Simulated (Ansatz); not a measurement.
Input for Ansatz (development build ahead of 0.2.0):

```yaml
crystal:
  periodic: [false, false, false]
  atoms:
    - { symbol: Be, position_ang: [0.0, 0.0, 0.6715] }
    - { symbol: H, position_ang: [0.0, 0.0, -0.6715] }
basis:
  gaussian: { orbitals: cc-pVDZ }
magnetization:
  spin_polarized: true
  initial_magnetization: 1
hamiltonian:
  xc: hf
correlation:
  method: ccsd_t
  frozen_orbitals: { Be: 0, H: 0 }
```

The input is written out in the form of the current development build from the run's settings.

The run gave:

| Property | Result |
| --- | --- |
| Converged | yes |
| Reference energy | -15.14978 hartree |
| CCSD correlation energy | -0.03884 hartree |
| Triples correction | -0.00040 hartree |
| Total energy | -15.18903 hartree |
| Spin squared of the determinant | 0.752 |
